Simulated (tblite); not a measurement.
Parent: `[CH3:1][P:2]([CH3:3])[CH2:4][CH2:5][C:6]([F:7])([F:8])[F:9]` with C1–P2–C4–C5 177°, P2–C4–C5–C6 177°, C5H10F3P.

The geometries are computed with GFN2-xTB (gas phase). One conformer each, not checked by frequencies here.

```csv
coordinate of the parent,value
C1–P2,1.850 Å
P2–C3,1.852 Å
P2–C4,1.873 Å
C4–C5,1.525 Å
C5–C6,1.514 Å
C6–F7,1.343 Å
C6–F8,1.342 Å
C6–F9,1.344 Å
C1–P2–C3,98.1°
C1–P2–C4,96.4°
C3–P2–C4,98.2°
P2–C4–C5,111.5°
C4–C5–C6,110.8°
C5–C6–F7,112.2°
C5–C6–F8,112.7°
C5–C6–F9,112.4°
F7–C6–F8,106.4°
F7–C6–F9,106.3°
F8–C6–F9,106.3°
```

**Question.** How does the shared frame change in `[CH3:1][P+:2]([CH3:3])([CH3:4])[CH2:5][CH2:6][C:7]([F:8])([F:9])[F:10]` (charge +1) with P2–C5–C6–C7 56°, [C6H13F3P]+? Atoms pair as C1 = C1, P2 = P2, C3 = C3, C4 = C5, C5 = C6, C6 = C7, F7 = F10, F8 = F8, F9 = F9 (parent first).

**Answer.** 
```json
{"parent": "C1–P2", "relative": "C1–P2", "value in the relative": "1.809 Å", "change": "-0.041"}
{"parent": "P2–C3", "relative": "P2–C3", "value in the relative": "1.808 Å", "change": "-0.044"}
{"parent": "P2–C4", "relative": "P2–C5", "value in the relative": "1.840 Å", "change": "-0.033"}
{"parent": "C4–C5", "relative": "C5–C6", "value in the relative": "1.527 Å", "change": "+0.002"}
{"parent": "C5–C6", "relative": "C6–C7", "value in the relative": "1.518 Å", "change": "+0.004"}
{"parent": "C6–F7", "relative": "C7–F10", "value in the relative": "1.321 Å", "change": "-0.022"}
{"parent": "C6–F8", "relative": "C7–F8", "value in the relative": "1.340 Å", "change": "-0.002"}
{"parent": "C6–F9", "relative": "C7–F9", "value in the relative": "1.355 Å", "change": "+0.011"}
{"parent": "C1–P2–C3", "relative": "C1–P2–C3", "value in the relative": "108.1°", "change": "+10.0"}
{"parent": "C1–P2–C4", "relative": "C1–P2–C5", "value in the relative": "103.6°", "change": "+7.2"}
{"parent": "C3–P2–C4", "relative": "C3–P2–C5", "value in the relative": "111.9°", "change": "+13.7"}
{"parent": "P2–C4–C5", "relative": "P2–C5–C6", "value in the relative": "118.0°", "change": "+6.5"}
{"parent": "C4–C5–C6", "relative": "C5–C6–C7", "value in the relative": "111.5°", "change": "+0.7"}
{"parent": "C5–C6–F7", "relative": "C6–C7–F10", "value in the relative": "113.3°", "change": "+1.1"}
{"parent": "C5–C6–F8", "relative": "C6–C7–F8", "value in the relative": "112.1°", "change": "-0.6"}
{"parent": "C5–C6–F9", "relative": "C6–C7–F9", "value in the relative": "109.9°", "change": "-2.5"}
{"parent": "F7–C6–F8", "relative": "F10–C7–F8", "value in the relative": "108.4°", "change": "+2.0"}
{"parent": "F7–C6–F9", "relative": "F10–C7–F9", "value in the relative": "107.4°", "change": "+1.1"}
{"parent": "F8–C6–F9", "relative": "F8–C7–F9", "value in the relative": "105.4°", "change": "-0.9"}
```

Of the parent's bonds, P2–C3 changes most (-0.044 Å). Bonds of the relative outside the shared frame: P2–C4 1.809 Å. Point group C1 → C1.
